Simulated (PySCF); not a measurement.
## Ag⁺: ionisation energy

Ag⁺ [Kr] 4d10 (1S) → Ag²⁺ [Kr] 4d9 (2D), as a difference of total energies. All numbers are calculated (PySCF 2.14, scalar relativity by spin-free X2C-1e, in x2c-QZVPPall). Correlated levels: valence: [Kr] frozen; valence and next inner shell: [Ar] 3d10 frozen. The calculations carry no spin-orbit coupling.

Q: Order these methods by the ionisation energy they give, lowest first.
A. r2SCANh
B. MP2 (valence)
C. BLYP
D. SCS-MP2 (valence and next inner shell)

A: A (21.569 eV), D (21.621 eV), C (21.792 eV), B (21.841 eV).

A first-order spin-orbit estimate (lowest level to lowest level, LS coupling) adds -0.240 eV.

Errors of the correlated levels include the incompleteness of this basis and the frozen core.

For comparison: 21.484 eV (measured; NIST Atomic Spectra Database, ionization energies).
